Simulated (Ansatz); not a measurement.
FGaH$_{6}$O$_{2}$Si$_{2}$, SMILES `[F][Ga]([O][SiH3])[O][SiH3]`, relaxed with RKS PBE0-D4/def2-TZVP in Ansatz from a GFN2-xTB geometry. The force threshold is 0.005 eV/Å; the program also tests the step.

Charge 0, multiplicity 1.

Start:

```xyz
12

F    -1.253   -3.177   -0.706
Ga   -0.638   -1.594   -0.364
O     0.749   -1.030   -1.240
Si    1.792    0.239   -1.238
O    -1.431   -0.637    0.846
Si   -1.350    0.872    1.489
H     2.556    0.228    0.016
H     2.583   -0.109   -2.417
H     1.046    1.496   -1.370
H    -2.369    0.737    2.527
H     0.001    1.119    2.006
H    -1.686    1.855    0.451
```

```json
{"step": "1", "energy (eV)": "-75029.5603", "largest force (eV/Å)": "0.757", "largest move (Å)": "0.000"}
{"step": "2", "energy (eV)": "-75029.7359", "largest force (eV/Å)": "0.355", "largest move (Å)": "0.141"}
{"step": "3", "energy (eV)": "-75029.7446", "largest force (eV/Å)": "0.149", "largest move (Å)": "0.033"}
{"step": "4", "energy (eV)": "-75029.7462", "largest force (eV/Å)": "0.118", "largest move (Å)": "0.058"}
{"step": "5", "energy (eV)": "-75029.7497", "largest force (eV/Å)": "0.047", "largest move (Å)": "0.087"}
{"step": "6 (rejected)", "energy (eV)": "-75029.7495", "largest force (eV/Å)": "0.128", "largest move (Å)": "0.179"}
{"step": "7", "energy (eV)": "-75029.7518", "largest force (eV/Å)": "0.025", "largest move (Å)": "0.087"}
{"step": "8 (rejected)", "energy (eV)": "-75029.7517", "largest force (eV/Å)": "0.065", "largest move (Å)": "0.098"}
{"step": "9", "energy (eV)": "-75029.7525", "largest force (eV/Å)": "0.040", "largest move (Å)": "0.048"}
{"step": "10 (rejected)", "energy (eV)": "-75029.7523", "largest force (eV/Å)": "0.064", "largest move (Å)": "0.049"}
{"step": "11", "energy (eV)": "-75029.7529", "largest force (eV/Å)": "0.011", "largest move (Å)": "0.024"}
{"step": "12", "energy (eV)": "-75029.7531", "largest force (eV/Å)": "0.008", "largest move (Å)": "0.024"}
{"step": "13", "energy (eV)": "-75029.7532", "largest force (eV/Å)": "0.008", "largest move (Å)": "0.015"}
{"step": "14", "energy (eV)": "-75029.7533", "largest force (eV/Å)": "0.011", "largest move (Å)": "0.023"}
{"step": "15", "energy (eV)": "-75029.7533", "largest force (eV/Å)": "0.008", "largest move (Å)": "0.014"}
{"step": "16", "energy (eV)": "-75029.7533", "largest force (eV/Å)": "0.008", "largest move (Å)": "0.011"}
{"step": "17 (rejected)", "energy (eV)": "-75029.7533", "largest force (eV/Å)": "0.013", "largest move (Å)": "0.004"}
{"step": "18", "energy (eV)": "-75029.7534", "largest force (eV/Å)": "0.002", "largest move (Å)": "0.002"}
```

End:

```xyz
12

F    -1.278   -3.203   -0.727
Ga   -0.651   -1.630   -0.371
O     0.872   -1.169   -1.109
Si    1.838    0.153   -1.199
O    -1.579   -0.602    0.705
Si   -1.433    0.861    1.430
H     2.802    0.163   -0.069
H     2.577    0.106   -2.484
H     1.025    1.400   -1.144
H    -2.230    0.845    2.681
H    -0.008    1.144    1.757
H    -1.936    1.933    0.531
```

It took 110 s on 4 threads of an Intel Xeon Platinum 8488C on a shared host, with 0.98 GiB of host memory at the peak.
